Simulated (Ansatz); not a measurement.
`CB[SiH]([SiH3])Cl` + `NB(F)[SiH3]` → `CNB(F)[SiH3]` + `B[SiH]([SiH3])Cl`  (substitution at a C–B bond)

Computed with Ansatz on PBE0-D4/def2-TZVP structures; ΔE is electronic, products minus reactants. CCSD(T)/CBS is the MP2 limit (def2-TZVPP, def2-QZVPP) plus CCSD(T) − MP2 in def2-TZVPP, frozen cores. DFT in def2-TZVPP. Each species was taken in one conformer, which may not be the lowest.

`CB[SiH]([SiH3])Cl`:

Cartesian coordinates in Å:
```
C 0.529 2.273 0.157
B 0.675 0.948 -0.627
Si 0.700 -0.864 0.234
Si -1.313 -1.997 -0.176
Cl 0.927 -0.744 2.298
H 0.969 3.141 -0.340
H -0.561 2.456 0.155
H 0.831 2.236 1.205
H 0.673 0.959 -1.828
H 1.824 -1.698 -0.279
H -1.489 -2.202 -1.640
H -2.454 -1.190 0.334
H -1.311 -3.317 0.506
```

`NB(F)[SiH3]`:

```xyz
9

N     0.882   -0.171   -1.388
B    -0.313    0.058   -0.712
F    -1.416    0.271   -1.447
Si   -0.439    0.085    1.315
H     0.942   -0.182   -2.394
H     1.752   -0.339   -0.916
H    -0.900    1.413    1.805
H    -1.399   -0.941    1.807
H     0.891   -0.196    1.930
```

`CNB(F)[SiH3]`:

```xyz
12

C     1.269    0.115    1.205
N     1.133   -0.514   -0.086
B     0.038   -0.516   -0.942
F     0.178   -1.190   -2.102
Si   -1.754    0.391   -0.630
H     0.343    0.630    1.459
H     1.474   -0.620    1.988
H     2.077    0.852    1.207
H     1.953   -1.018   -0.396
H    -1.837    1.132    0.661
H    -2.844   -0.624   -0.639
H    -2.030    1.361   -1.726
```

`B[SiH]([SiH3])Cl`:

```xyz
10

B    -0.122   -1.949   -0.085
Si    0.475   -0.181   -0.775
Si   -0.407    1.468    0.653
Cl    2.534    0.060   -0.809
H     0.598   -2.690    0.511
H    -1.275   -2.245   -0.208
H    -0.020    0.081   -2.154
H     0.050    1.229    2.047
H     0.061    2.806    0.206
H    -1.893    1.422    0.614
```

(1) Is it downhill or uphill in electronic energy at CCSD(T)/CBS, and by how much? (Estimate.)

(2) What do these levels give: B2PLYP, r2SCAN, PBE0, CCSD/def2-TZVPP, MP2/CBS(def2), CCSD/CBS(def2)? (An estimate is asked.)

Largest T1 diagnostic among the species: 0.013.

Answers

(1) The calculation gave: Uphill: ΔE = +90.1 kJ/mol.

(2) The calculation gave: B2PLYP 89.9, r2SCAN 95.6, PBE0 92.9, CCSD/def2-TZVPP 87.4, MP2/CBS(def2) 94.4, CCSD/CBS(def2) 89.6 kJ/mol.

In def2-TZVPP, CCSD(T) changes the Hartree–Fock value by +5.7 kJ/mol (the triples alone add +0.6 kJ/mol) and MP2 by +10.0 kJ/mol.
